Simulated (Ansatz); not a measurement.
Program: Ansatz. Geometries: PBE0-D4/def2-TZVP. ΔE: electronic, gas phase. CBS: MP2 limit from def2 TZ/QZ plus the TZ coupled-cluster correction, frozen cores. This one scheme is used for every species. Functionals use def2-TZVPP. B3LYP here is the variant with VWN-RPA as its local correlation; programs differ in this. Elements past krypton have def2 core potentials. For I outer-core shells are correlated without core-valence functions, which leaves a few kJ/mol of doubt a bond.

Reaction (substitution at a C–F bond): `FC([SiH3])Cl` + HI → `[SiH3]C(Cl)I` + H–F

Q: Is it downhill or uphill in electronic energy at CCSD(T)/CBS, and by how much? (Estimate.)

A: Ansatz gave: Downhill: ΔE = -0.57 eV.

Q: What do these levels give: BLYP-D4, CAM-B3LYP-D4, ωB97X-V, PBE, B3LYP, r2SCAN0, LC-ωPBE, CCSD(T)/def2-SVP, SCS-MP2/def2-TZVPP, CCSD(T)/def2-TZVPP, SCS-MP2/def2-QZVPP, HF/CBS(def2)? (Best estimate.)

A: The calculation gave: BLYP-D4 -0.33, CAM-B3LYP-D4 -0.23, ωB97X-V -0.27, PBE -0.29, B3LYP -0.21, r2SCAN0 -0.32, LC-ωPBE -0.25, CCSD(T)/def2-SVP -0.15, SCS-MP2/def2-TZVPP -0.52, CCSD(T)/def2-TZVPP -0.45, SCS-MP2/def2-QZVPP -0.59, HF/CBS(def2) -0.12 eV.

Largest T1 diagnostic among the species: 0.011.

In def2-TZVPP, CCSD(T) changes the Hartree–Fock value by −0.33 eV (the triples alone add −0.05 eV) and MP2 by −0.54 eV. Leaving LDA and LC-ωPBE aside and taking each functional with its dispersion term where it has one, the values, not all of them listed here, spread over 0.22 eV, from PBE-QIDH to CAM-B3LYP-D4. The D4 term adds −0.13 eV with B3LYP and −0.07 eV with PBE0; it sums over pairs of atoms, weighted by their polarisabilities, and B3LYP, whose exchange is more repulsive, gets the larger term.
